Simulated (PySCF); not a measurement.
H2O4W, SMILES [OH][W]([OH])(=[O])=[O], PBE0/def2-SVP optimised geometry.

```
7

W     -0.98    -0.80     0.00
O     -1.57     0.80     0.00
O     -1.57    -1.50    -1.44
O     -1.64    -1.74     1.49
H     -2.52    -1.95     1.82
O      0.90    -0.80     0.00
H      1.57    -0.43    -0.58
```

Density from PySCF with PBE0/def2-TZVP, def2 effective core potentials past Kr at that geometry. The core electrons that the potentials of W replace are not part of the density.

Minimum of the electron density along straight lines between bonded atoms, close to the bond critical point (lines longer than 1.1 times the sum of covalent radii, or with two minima, are not listed):

```
bond   length / Å  ρ at the minimum / e bohr⁻³  ∇²ρ there / e bohr⁻⁵  position (fraction from the first atom)
-----  ----------  ---------------------------  --------------------  ---------------------------------------
O4–H5       0.962                        0.350                 -2.43                                     0.81
O6–H7       0.962                        0.350                 -2.43                                     0.81
```
